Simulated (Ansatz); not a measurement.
CH$_{5}$AlF$_{2}$OSi (`[CH3][AlH][O][SiH](F)F`), relaxed with RKS PBE0-D4/def2-TZVP in Ansatz from a PBE-D4/def2-SVP geometry. The force threshold is 0.005 eV/Å; the program also tests the step.

The species carries charge 0 and has multiplicity 1.

Start:

```xyz
11

C    -0.664    1.196    1.962
Al   -0.003   -0.384    1.027
O     0.187   -0.280   -0.694
Si    0.521   -0.680   -2.239
F    -0.632   -1.671   -2.815
F     1.919   -1.508   -2.316
H     0.188    1.813    2.325
H    -1.280    1.845    1.307
H    -1.265    0.925    2.856
H     0.409   -1.767    1.706
H     0.619    0.511   -3.120
```

(1) How much energy does the relaxation release, and in how many steps? (An estimate is asked.)

(2) Which bonds change most? (Best estimate.)

(3) Give the relaxed structure. (An estimate is asked.)

Results:

(1) Computed: 11.88 kJ/mol, in 9 steps.

(2) Computed: Si4–F6 from 1.627 to 1.585 Å; Si4–F5 from 1.625 to 1.585 Å; O3–Si4 from 1.631 to 1.591 Å; Al2–O3 from 1.734 to 1.702 Å.

(3) Computed: 
```xyz
11

C    -0.649    1.185    1.912
Al    0.002   -0.412    1.029
O     0.219   -0.358   -0.658
Si    0.512   -0.670   -2.190
F    -0.607   -1.629   -2.774
F     1.890   -1.439   -2.347
H     0.191    1.791    2.270
H    -1.238    1.815    1.241
H    -1.259    0.944    2.787
H     0.376   -1.769    1.745
H     0.563    0.542   -3.015
```
